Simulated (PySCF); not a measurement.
## Assigning NMR signals

Numbering as in the mapped SMILES `[PH2:1][SiH2:2]/[N:3]=[CH:4]/[CH:5]1[CH2:6][CH2:7]1`; H(Xn) means a hydrogen on atom n. Ha(C6), Ha(C7) are cis to C4 on the ring; Hb(C6), Hb(C7) are trans to C4 on the ring.

PySCF calculation with structure optimised with GFN2-xTB and shielding tensors at PBE0/pcSseg-1 (GIAO); a single conformation, equivalent nuclei averaged, no relativistic terms, no solvent model.

Shifts are taken against calculated references (same method and geometry level): TMS for 13C (σref 186.93), 1H (σref 31.72).

(1) Assign these signals to the numbered atoms. 13C{1H} NMR (computed): δ 185.2 (CH), 26.8 (CH), 8.6 (CH2).

(2) Assign these signals to the numbered atoms. 1H NMR (500 MHz, computed): δ 7.72 (m, 1H), 5.50 (m, 2H), 1.77 (m, 1H), 1.12 (m, 2H), 0.98 (m, 2H), 0.74 (m, 2H).

## Answers

(1) 
```tsv
δ (ppm)	atoms	environment	reason
185.2	C4	C=N carbon	–
26.8	C5	three-membered-ring carbon	carbons of three-membered rings are unusually shielded
8.6	C6/C7	three-membered-ring carbon	–
```

(2) 
| δ (ppm) | atoms | environment | reason |
| --- | --- | --- | --- |
| 7.72 | H(C4) | hydrogen on a C=N carbon | – |
| 5.50 | H(Si2) | hydrogen on a silicon bonded to N, P | – |
| 1.77 | H(C5) | hydrogen on a three-membered-ring carbon | – |
| 1.12 | H(P1) | hydrogen on a phosphorus bonded to Si | – |
| 0.98 | Hb(C6)/Hb(C7) | hydrogen on a three-membered-ring carbon | cyclopropane-type protons are shielded by the ring |
| 0.74 | Ha(C6)/Ha(C7) | hydrogen on a three-membered-ring carbon | – |

Splittings by 31P in the carbon and heteronuclear signals aren't shown, as no couplings were computed. Shifts are as computed. Against solution values, carbons near 30 ppm lie about +3 ppm off and those near 130 ppm about +5 ppm. Of 1309 compounds with measured shifts, 239 miss one by over three times the rms of a fit or turn the order of signals round; such compounds aren't used in these exercises. Multiplicities follow the n + 1 count of equivalent neighbours, as no J values were calculated; m marks all less simple cases, F and P coupling included.
